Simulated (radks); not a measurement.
The numbers below are computed, except where a source is named.
Problem. These are the eigenvalues of the occupied orbitals of an atom or ion with whole-number occupations (Ry). Code: a radial shooting solver on a logarithmic mesh with Libxc functionals. Model: Dirac Kohn-Sham, BLYP, spin-unpolarised, spherical densities, finite nucleus; Fermi nuclear charge, rms radius of each element as measured or else 0.836 A^(1/3) + 0.57 fm.

| orbital | eigenvalue |
|---|---|
| 1s1/2 | -360.4058 |
| 2s1/2 | -41.95568 |
| 2p1/2 | -35.43985 |
| 2p3/2 | -35.01517 |
| 3s1/2 | -6.96803 |
| 3p1/2 | -5.23492 |
| 3p3/2 | -5.18375 |
| 3d3/2 | -2.55082 |

Which element is it, and in what charge state? The configuration may be excited. Open shells, if any, fill j = l - 1/2 first.

Solution. Z = 22, titanium, charge +3: Ti3+ in [Ar] 3d1. The list shows which subshells hold electrons but not how many an open one holds; the 1s level, -180.2 hartree, gives Z - s = 19.0 by -(Z - s)^2/2, which with screening and relativity narrows Z to a few neighbours, and the depths of the outer levels then fix element, charge and occupations together.
